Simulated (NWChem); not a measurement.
## Correlation energy of boron oxyfluoride (BFO)

SMILES: FB=O
```xyz
3

F      0.0000     0.0000    -1.1962
B      0.0000     0.0000     0.0865
O      0.0000     0.0000     1.2917
```
Charge 0, spin multiplicity 1.

Everything below was run with NWChem. Structure: optimised with PBE0/def2-SVP, a minimum by its harmonic frequencies.

Basis set: 3-21G. Each correlation energy counts from its own Hartree-Fock reference.

The correlated methods keep 3 core orbitals frozen. No row is a measurement; the coupled-cluster row has its own basis-set and correlation limits.

| method | correlation energy (mHa) |
|---|---|
| MP2 | -302.9 |
| SCS-MP2 | ? |
| CR-CCSD[T] | -307.7 |
| CR-CCSD(T) | ? |
| CCSD | ? |
| CCSD+T(CCSD) | ? |
| CCSD(T) | -307.6 |
| CCSDT | -307.8 |

Task: Fill in the missing entries.

Result: 
- SCS-MP2, correlation energy (mHa): -291.9
- CR-CCSD(T), correlation energy (mHa): -306.0
- CCSD, correlation energy (mHa): -298.1
- CCSD+T(CCSD), correlation energy (mHa): -309.7
